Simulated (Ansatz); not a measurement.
AsGaH$_{4}$ (`[GaH2][AsH2]`). Total charge 0; spin multiplicity 1. Correlated methods include outer-core shells of As, Ga, which these sets cover unevenly. Scalar relativity is left out up to krypton.

```xyz
6

Ga    0.7807    0.6235    0.2427
As   -0.5252   -1.0936   -0.8381
H     0.7957    2.0733   -0.3593
H     1.6876    0.2444    1.4667
H    -1.7316   -0.1820   -0.9977
H    -1.0072   -1.6657    0.4857
```

(1) Give the diagnostics of a CCSD(T)/def2-TZVPP run (frozen core, Ansatz). (Best estimate.)

Answers

(1) The calculation gave: T1 = 0.0125, largest single amplitude 0.022, largest double 0.041, (T) share of the correlation energy 3.6 %, 9 CCSD cycles. The RHF solution is stable towards an unrestricted one. T1 lies under the customary mark of 0.02 for closed shells.
